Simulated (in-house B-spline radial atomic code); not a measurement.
**Rb4+: [Ar] 3d10 4s2 4p3**

Computed with an all-electron radial atomic-structure program (B-spline basis): non-relativistic wB97X, spin-polarised, spherical fractional occupations, exact exchange averaged over the configuration, point nucleus.

Effective charges: Z_r = [3n² - l(l+1)]/(2<r>) from the radius, Z_e = n√(-2ε) from the energy, and Slater's rules. Values are occupation-weighted means over spin.

```json
{"shell": "1s", "electrons": "2", "ε (eV)": "-14843", "<r> (bohr)": "0.04128", "Z_r": "36.34", "Z_e": "33.03", "Slater": "36.70"}
{"shell": "2s", "electrons": "2", "ε (eV)": "-2015.2", "<r> (bohr)": "0.1821", "Z_r": "32.94", "Z_e": "24.34", "Slater": "32.85"}
{"shell": "2p", "electrons": "6", "ε (eV)": "-1833.8", "<r> (bohr)": "0.1569", "Z_r": "31.87", "Z_e": "23.22", "Slater": "32.85"}
{"shell": "3s", "electrons": "2", "ε (eV)": "-349.74", "<r> (bohr)": "0.5204", "Z_r": "25.94", "Z_e": "15.21", "Slater": "25.75"}
{"shell": "3p", "electrons": "6", "ε (eV)": "-283.93", "<r> (bohr)": "0.5222", "Z_r": "23.94", "Z_e": "13.70", "Slater": "25.75"}
{"shell": "3d", "electrons": "10", "ε (eV)": "-165.5", "<r> (bohr)": "0.5204", "Z_r": "20.18", "Z_e": "10.46", "Slater": "15.85"}
{"shell": "4s", "electrons": "2", "ε (eV)": "-81.796", "<r> (bohr)": "1.391", "Z_r": "17.26", "Z_e": "9.81", "Slater": "10.30"}
{"shell": "4p", "electrons": "3", "ε (eV)": "-66.351", "<r> (bohr)": "1.512", "Z_r": "15.21", "Z_e": "8.83", "Slater": "10.30"}
```

The least bound orbital is 4p up at -66.35 eV, and it is also the most diffuse (<r> = 1.512 bohr).
